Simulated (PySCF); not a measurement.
CH5GaO2S. Atoms are numbered in the order given.

```xyz
10

Ga    -0.0090    -0.5984     0.0000
O      0.9935    -2.0791     0.0000
H      0.5007    -2.9093     0.0000
O     -1.8055    -0.6361     0.0000
H     -2.2087    -1.5129     0.0000
S      0.9217     1.3812     0.0000
C     -0.5987     2.4371     0.0000
H     -1.5109     1.8279     0.0000
H     -0.5808     3.0714     0.8966
H     -0.5808     3.0714    -0.8966
```
Charge 0, spin multiplicity 1.

Coordinates come from a B3LYP-D3(BJ)/def2-SVP optimisation. The structure was generated by enumeration; whether it is a known compound was not checked. One conformer was computed; it need not be the lowest.

All values below come from PySCF with PBE/pcSseg-1.

GIAO shieldings, no solvent; atoms listed in one row are averaged. δ = σ(ref) − σ: ¹⁷O against H2O (σ = 334.3 ppm); ¹H against TMS (σ = 31.49 ppm); ³³S against H2S (σ = 706.5 ppm); ¹³C against TMS (σ = 182.0 ppm), references at their B3LYP-D3(BJ)/def2-TZVP geometries, non-relativistic.

### Question
Estimate the chemical shifts. (An estimate is asked for; the answer gives what the named calculation found.)

### Answer

| nucleus | atoms | count | δ (ppm) |
|---|---|---|---|
| ¹⁷O | O2 | 1 | 72.9 |
| ¹⁷O | O4 | 1 | 67.7 |
| ¹H | H8, H9, H10 | 3 | 2.66 |
| ¹H | H3 | 1 | 2.12 |
| ¹H | H5 | 1 | 1.97 |
| ³³S | S6 | 1 | 67.9 |
| ¹³C | C7 | 1 | 15.4 |
